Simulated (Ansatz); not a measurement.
Isomers of CH$_{8}$ClNSi$_{2}$, relaxed with PBE0-D4/def2-TZVP in Ansatz; electronic energies, one conformer each and not always the lowest. Functionals use def2-TZVPP; CBS adds triple-zeta CCSD(T) − MP2 to the MP2 limit of def2-TZVPP and def2-QZVPP.

Q: Order them by energy at frozen-core CCSD(T)/CBS, lowest first. (Estimate.)
A. `CN[SiH]([SiH3])Cl`
B. `C[Si](N)([SiH3])Cl`
C. `CN([SiH3])[SiH2]Cl`

A: B (0.0 kJ/mol), C (34.5 kJ/mol), A (89.2 kJ/mol).

Q: How do r2SCAN-D4, HF/CBS(def2), B2PLYP, ωB97M-V place them (kJ/mol, against `C[Si](N)([SiH3])Cl`)? (Best estimate.)

A: Ansatz gave: 
```tsv
isomer	r2SCAN-D4	HF/CBS(def2)	B2PLYP	ωB97M-V
`CN([SiH3])[SiH2]Cl`	45.8	12.9	31.7	33.8
`CN[SiH]([SiH3])Cl`	91.9	79.5	86.6	90.1
```
